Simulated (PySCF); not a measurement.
Highest occupied level (eV) of eight silicon and germanium compounds: PBE beside M06-2X, computed with PySCF for isolated molecules in the bases named; differences from unrounded values. The eight are the first of their class met in an unordered collection, after screening for sound electronic states; none was chosen by its value. Each molecule has one DFT geometry for both levels.

```json
[
 {"molecule": "silylarsine (AsH5Si), SMILES [SiH3][AsH2]", "basis": "def2-TZVPD", "M06-2X": "-8.51", "PBE": "-6.52", "difference": "1.99"},
 {"molecule": "C2H9NOSi, SMILES O[Si@H](N)CC", "basis": "def2-TZVP", "M06-2X": "-9.12", "PBE": "-6.16", "difference": "2.96"},
 {"molecule": "CH8SSi2, SMILES C[SiH2]S[SiH3]", "basis": "def2-TZVP", "M06-2X": "-8.44", "PBE": "-6.16", "difference": "2.28"},
 {"molecule": "GeF₂ClBr, SMILES [F][Ge]([F])([Cl])[Br]", "basis": "def2-TZVP", "M06-2X": "-10.86", "PBE": "-8.20", "difference": "2.66"},
 {"molecule": "C2H6ClFSi2, SMILES Cl/C(=C\\[SiH2]F)[SiH3]", "basis": "def2-TZVP", "M06-2X": "-9.15", "PBE": "-6.83", "difference": "2.32"},
 {"molecule": "CH₅FO₂Si₂, SMILES O=C(O)[Si@@H](F)[SiH3]", "basis": "def2-TZVP", "M06-2X": "-9.52", "PBE": "-6.63", "difference": "2.89"},
 {"molecule": "Cl3GeH3Si, SMILES [SiH3][Ge]([Cl])([Cl])[Cl]", "basis": "def2-TZVP", "M06-2X": "-9.79", "PBE": "-7.50", "difference": "2.29"},
 {"molecule": "FH₆NSi₂, SMILES N[SiH2][SiH2]F", "basis": "def2-TZVP", "M06-2X": "-8.41", "PBE": "-5.94", "difference": "2.47"}
]
```

PBE lies below M06-2X in 0 and above it in 8 of the eight; the mean signed difference is 2.48 and the largest 2.96 eV.
